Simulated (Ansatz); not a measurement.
`N/C(Cl)=N/[SiH3]` + H₂ → `N/C=N/[SiH3]` + HCl at 700 K and 1 bar (hydrogenolysis of a C–Cl bond).

Calculated with Ansatz (gas phase, PBE0-D4/def2-TZVP geometries, no zero-point term in ΔE). CCSD(T)/CBS is the MP2 limit (def2-TZVPP, def2-QZVPP) plus CCSD(T) − MP2 in def2-TZVPP, frozen cores. This one scheme is used for every species. Double bonds are as drawn, so ΔE can hold a change between cis and trans. Each species was taken in one conformer, which may not be the lowest.

```csv
species,CCSD(T)/CBS energy (Eh),H − E (kJ/mol),S (J/(mol·K))
`N/C(Cl)=N/[SiH3]`,-899.33160,246.0,486.4
H₂,-1.17544,46.8,155.3
`N/C=N/[SiH3]`,-440.14765,261.5,425.2
HCl,-460.38127,38.4,211.8
```

H − E and S are ideal-gas, rigid-rotor, harmonic terms from PBE0-D4/def2-TZVP, for one conformer and one mirror image of each species. For small species the MP2-based limit differs from directly extrapolated CCSD(T) by up to some mEh (0.8 for H₂); such offsets cancel only in part. 1 Eh = 2625.50 kJ/mol, R = 8.31446 J/(mol·K).

Problem. By hand: ΔE, ΔH, ΔS and ΔG.

Solution. ΔE = (-440.14765) + (-460.38127) − (-899.33160) − (-1.17544) = -0.02188 Eh = -57.4 kJ/mol. Δ(H − E) = 261.5 + 38.4 − 246.0 − 46.8 = 7.1, so ΔH = -50.3 kJ/mol. ΔS = 425.2 + 211.8 − 486.4 − 155.3 = -4.7 J/(mol·K). ΔG = -50.3 − 700 × (-4.7)/1000 = -47.0 kJ/mol.

Problem. By hand: the equilibrium constant, and the temperature at which ΔG would vanish if ΔH and ΔS stayed fixed.

Solution. log₁₀ K = −ΔG/(RT ln 10) = 3.5. ΔG = 0 at ΔH/ΔS = 10702 K, far beyond where these terms or the molecules hold.

The number of gas molecules stays the same, so ΔS is small and ΔH decides. A doubt of 5 kJ/mol in ΔE shifts log₁₀ K by 0.4 here. Other conformers and mirror images would add mixing entropy, several J/(mol·K) or more a flexible species. Modes under 60 cm⁻¹, often nearly free rotors, make the harmonic entropy too high. These are equilibria of isolated gas molecules and say nothing of rates. Largest T1 diagnostic: 0.014 (customary marks: 0.02 for closed shells, 0.045 for open ones).
